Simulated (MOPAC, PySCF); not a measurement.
Potential energy curve for Cl2 (anion, charge -1), doublet.

- UHF/STO-3G = unrestricted Hartree-Fock/STO-3G (PySCF 2.14.0)
- PM7, unrestricted, heats of formation (MOPAC)
- PM3, unrestricted, heats of formation (MOPAC)
- UCCSD(T) = CCSD(T) on UHF/aug-cc-pVDZ, 10 core orbitals frozen in PySCF

Energies relative to the lowest point of each curve near equilibrium, in kJ/mol; the last columns give the difference from UCCSD(T):

| R / Å | UHF/STO-3G | PM7 | PM3 | UCCSD(T) | UHF/STO-3G − UCCSD(T) | PM7 − UCCSD(T) | PM3 − UCCSD(T) |
|---|---|---|---|---|---|---|---|
| 1.96 | 308.1 | 61.9 | 104.3 | 236.4 | 71.7 | -174.5 | -132.1 |
| 2.13 | 116.9 | 9.0 | 24.6 | 108.6 | 8.3 | -99.7 | -84.0 |
| 2.25 | 48.1 | 0.0 | 2.9 | 55.3 | -7.3 | -55.3 | -52.4 |
| 2.38 | 11.5 | 4.0 | 0.0 | 21.7 | -10.2 | -17.6 | -21.7 |
| 2.46 | 2.1 | 10.4 | 5.1 | 9.9 | -7.8 | 0.5 | -4.8 |
| 2.57 | 0.0 | 21.5 | 17.2 | 1.7 | -1.7 | 19.9 | 15.5 |
| 2.64 | 3.2 | 29.2 | 26.8 | 0.0 | 3.2 | 29.2 | 26.8 |
| 2.70 | 7.9 | 35.9 | 35.4 | 0.2 | 7.7 | 35.7 | 35.3 |
| 2.78 | 16.1 | 44.6 | 47.2 | 2.2 | 13.9 | 42.4 | 45.0 |
| 2.88 | 28.3 | 54.9 | 61.5 | 6.7 | 21.6 | 48.2 | 54.7 |
| 3.03 | 48.2 | 68.7 | 80.5 | 16.3 | 31.9 | 52.3 | 64.2 |
| 3.31 | 83.1 | 88.2 | 106.1 | 37.3 | 45.8 | 50.9 | 68.8 |
| 3.56 | 107.1 | 99.9 | 119.2 | 54.9 | 52.2 | 45.0 | 64.3 |
| 3.98 | 131.7 | 110.7 | 129.7 | 78.2 | 53.5 | 32.6 | 51.6 |
| 4.31 | 141.3 | 114.9 | 133.4 | 90.5 | 50.8 | 24.4 | 42.9 |
| 4.78 | 147.4 | 118.3 | 136.1 | 100.8 | 46.6 | 17.5 | 35.3 |
| 5.27 | 150.0 | 120.3 | 137.5 | 106.0 | 44.0 | 14.4 | 31.5 |
| 5.78 | 151.2 | 121.5 | 138.3 | 108.7 | 42.5 | 12.9 | 29.7 |
| 6.44 | 152.1 | 122.2 | 139.0 | 110.5 | 41.6 | 11.8 | 28.6 |
| 7.06 | 152.6 | 122.4 | 139.5 | 111.5 | 41.1 | 11.0 | 28.0 |
| 7.88 | 154.7 | 122.0 | 139.9 | 112.2 | 42.5 | 9.8 | 27.6 |

UHF/STO-3G is furthest from UCCSD(T) at 1.96 (71.7 kJ/mol, above); its mean absolute difference over the points is 30.8 kJ/mol.

PM7 is furthest from UCCSD(T) at 1.96 (-174.5 kJ/mol, below); its mean absolute difference over the points is 38.4 kJ/mol.

PM3 is furthest from UCCSD(T) at 1.96 (-132.1 kJ/mol, below); its mean absolute difference over the points is 45.0 kJ/mol.

Where the anion isn't bound against loss of the electron, the finite basis alone holds it.
